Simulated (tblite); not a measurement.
Compound: C₆H₁₅PSi.
Geometry (GFN2-xTB, Å), atoms numbered from 1 in this order:
```
atom  x, y, z in Å
C1    -2.0395   -1.6961    0.7285
C2    -1.2019   -0.6343    0.0262
C3     0.2176   -1.1193   -0.2834
C4     1.1048    0.1091   -0.4554
Si5    2.9537   -0.3099   -0.6295
C6     0.8177    0.9848    0.7622
P7    -1.0211    0.9182    1.0898
C8    -1.5778    2.1743   -0.1579
H9    -1.5897   -1.9620    1.6834
H10   -3.0459   -1.3274    0.9176
H11   -2.1097   -2.5947    0.1167
H12   -1.7031   -0.3446   -0.9053
H13    0.2270   -1.7504   -1.1744
H14    0.5820   -1.7166    0.5567
H15    0.7711    0.6405   -1.3547
H16    3.1486   -1.1287   -1.8270
H17    3.7140    0.9356   -0.7447
H18    3.3846   -1.0498    0.5581
H19    1.1429    2.0184    0.6337
H20    1.3202    0.5851    1.6477
H21   -2.6467    2.0520   -0.3257
H22   -1.0466    2.0739   -1.1030
H23   -1.4067    3.1691    0.2505
```

Level: GFN2-xTB in tblite, geometry and Hessian alike; calculated harmonic values, unscaled, isolated species. This tight-binding method is rough: wavenumbers can miss measured ones by several per cent, in bad cases by 10 to 20. Modes of hydrogen on silicon can be 10 to 20 % off. One conformer, not necessarily the lowest.

Harmonic wavenumbers (cm⁻¹): 73.3, 105.0, 114.0, 161.2, 182.1, 200.3, 224.9, 234.6, 289.0, 330.1, 408.0, 416.7, 440.6, 540.8, 554.9, 645.1, 703.7, 733.4, 773.8, 781.0, 783.5, 798.7, 810.5, 867.3, 886.6, 920.9, 936.9, 991.5, 1018.7, 1067.5, 1091.9, 1117.5, 1126.3, 1177.2, 1196.1, 1234.1, 1253.1, 1285.9, 1301.1, 1316.5, 1337.2, 1410.8, 1443.4, 1457.4, 1461.5, 1489.3, 1497.9, 1500.1, 2262.7, 2264.7, 2264.8, 2898.1, 2907.3, 2941.0, 2956.0, 2971.2, 2973.4, 2991.0, 3006.4, 3008.4, 3010.5, 3020.1, 3027.3.

A = 2131, B = 924.2, C = 733.3 MHz; mass 146.068 u (most abundant isotopes); point group C1, symmetry number 1.

Zero-point energy?

½Σν̃ = 41597 cm⁻¹ = 497.62 kJ/mol.

What is S at 400 K and 1 bar for an ideal gas of classical rigid rotors and harmonic oscillators?

Translation 177.12, rotation 128.30, vibration 183.08: S = 488.5 J/(mol K).

And Cp and H(400 K) − H(0)?

Cp = 238.29 J/(mol K), of which vibrations give 205.04 (their classical limit is 63 R = 523.8); H(400 K) − H(0) = 53.60 kJ/mol without the zero-point energy, 40.30 from vibrations.

Blend soft modes into free rotors: weight 1/[1 + (100 cm⁻¹/ν̃)⁴] for the oscillator and the rest for a rotor with moment μB/(μ + B), μ = h/(8π²ν), B = 10⁻⁴⁴ kg m². What vibrational entropy results?

176.09 J/(mol K) in place of 183.08, which changes −T·S at 400 K by +2.80 kJ/mol.

Which modes carry the vibrational entropy at 400 K?

73.3 cm⁻¹: 19.42; 105.0 cm⁻¹: 16.46; 114.0 cm⁻¹: 15.78; 161.2 cm⁻¹: 12.96; 182.1 cm⁻¹: 11.98; 200.3 cm⁻¹: 11.22 J/(mol K); the other 57 give 95.25 together.

How do the functions run with temperature in this model?

```csv
T (K),S (J/(mol K)),Cp (J/(mol K)),H − H(0) (kJ/mol),G − H(0) (kJ/mol),ln q(vib)
50,244.0,51.9,1.95,-10.25,0.24
100,289.8,82.9,5.34,-23.63,1.24
298.15,426.3,186.3,31.92,-95.19,6.84
373.15,472.4,225.2,47.38,-128.90,9.09
500,546.5,282.0,79.68,-193.58,12.94
750,677.1,361.9,160.89,-346.96,20.39
1000,789.0,414.8,258.40,-530.58,27.41
```

q(vib) and H(0) count from the zero-point level.

Hindered rotation and anharmonicity are outside this model. Other conformers, if any are populated, would add a mixing term that is left out. The structure is chiral; the term R ln 2 for an equal mix with its mirror image is left out.
